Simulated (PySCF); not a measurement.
C₄H₉O, SMILES CC(C)(C)[O], multiplicity 2. Coordinates come from a PBE-D3(BJ)/def2-SVP optimisation. The isomer is the one that the SMILES or the coordinates give; other isomers of the formula were not compared.

Computed equilibrium geometry at PBE-D3(BJ)/def2-SVP (PySCF confirms it by a frequency run) as a Z-matrix, and its point group:
point group Cs.
```
C
O 1 1.3638
C 1 1.5461 2 111.87
H 3 1.1073 1 110.11 2 54.14
H 3 1.1083 4 108.11 1 119.70
H 3 1.1089 4 109.11 5 117.53
C 1 1.5461 2 111.87 3 -126.28
H 7 1.1073 1 110.11 2 -54.14
H 7 1.1083 8 108.11 1 -119.70
H 7 1.1089 8 109.11 9 -117.53
C 1 1.5721 2 102.56 7 -116.86
H 11 1.1060 1 110.22 2 -60.39
H 11 1.1060 12 109.34 1 -121.31
H 11 1.1084 12 109.66 13 -120.26
```
Charge 0, spin multiplicity 2.
